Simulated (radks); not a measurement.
Valence configurations of Os+ (all share [Xe]). Method: scalar-relativistic Kohn-Sham, LDA (Slater exchange, Perdew-Wang correlation), spin-polarised, spherical densities, point nucleus; open shells are filled with parallel spins first (spin-orbit coupling, left out, can overturn this in heavy ions); computed with a radial shooting solver on a logarithmic mesh with Libxc functionals. Energies are relative to 4f14 5d6 6s1; eigenvalues in eV for spin up.

\begin{tabular}{lrrrrrr}
valence & E (eV) & moment (Bohr magnetons) & e(4f) & e(5d) & e(6p) & e(6s) \\ \hline
4f14 5d6 6s1 & 0.000 & 5 & -60.332 & -15.353 & - & -14.216 \\
4f14 5d7 & 1.436 & 3 & -57.608 & -13.201 & - & - \\
4f14 5d6 6s0.5 6p0.5 & 3.233 & 5 & -61.126 & -16.043 & -8.226 & -14.721 \\
4f14 5d5 6s1 6p1 & 5.439 & 7 & -64.867 & -18.982 & -9.332 & -16.383 \\
4f14 5d6 6p1 & 6.498 & 5 & -61.903 & -16.714 & -8.633 & - \\
4f14 5d4 6s1.5 6p1.5 & 13.797 & 6 & -69.112 & -21.727 & -10.217 & -17.747 \\
4f14 5d4 6s1 6p2 & 16.113 & 7 & -69.752 & -22.364 & -10.651 & -18.292 \\
4f13.5 5d6.5 6s1 & 24.617 & 5 & -65.696 & -15.920 & - & -14.288 \\
4f13 5d5 6s1 6p2 & 66.960 & 9 & -80.816 & -24.166 & -10.832 & -18.709 \\
4f12 5d8 6s1 & 111.01 & 5 & -82.388 & -17.562 & - & -14.438 \\
\end{tabular}

NIST lists [Xe] 4f14 5d6 6s1 as the ground configuration; this level of theory agrees among the configurations tried. The energies are those of spherical high-spin densities, not of single terms.
